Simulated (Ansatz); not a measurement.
Program: Ansatz. Geometries: PBE0-D4/def2-TZVP. ΔE: electronic, gas phase. CCSD(T)/CBS adds triple-zeta CCSD(T) − MP2 to the extrapolated MP2 energy (def2 sets, frozen cores). This one scheme is used for every species. Functionals use def2-TZVPP. For Se outer-core shells are correlated without core-valence functions, which leaves a few kJ/mol of doubt a bond. Scalar relativity is left out up to krypton.

Reaction (substitution at a C–Si bond): `N#C[SiH3]` + `C[SeH]` → `C[Se]C#N` + SiH₄

CCSD(T)/CBS gives +14.6 kcal/mol.

**Question.** Another level gave +12.8 kcal/mol. Which?
A. BLYP-D4/def2-TZVPP
B. revPBE-D4/def2-TZVPP
C. r2SCAN0/def2-TZVPP
D. r2SCAN-D4/def2-TZVPP

**Answer.** D. r2SCAN-D4 12.8, r2SCAN0 13.9, BLYP-D4 11.8, revPBE-D4 10.8 kcal/mol.

Largest T1 diagnostic among the species: 0.013.

From BLYP to BHLYP (50 % exact exchange), in def2-TZVPP and without D4, ΔE moves by +2.4 kcal/mol. Leaving LDA and LC-ωPBE aside and taking each functional with its dispersion term where it has one, the values, not all of them listed here, spread over 3.8 kcal/mol, from revPBE-D4 to BHLYP-D4.
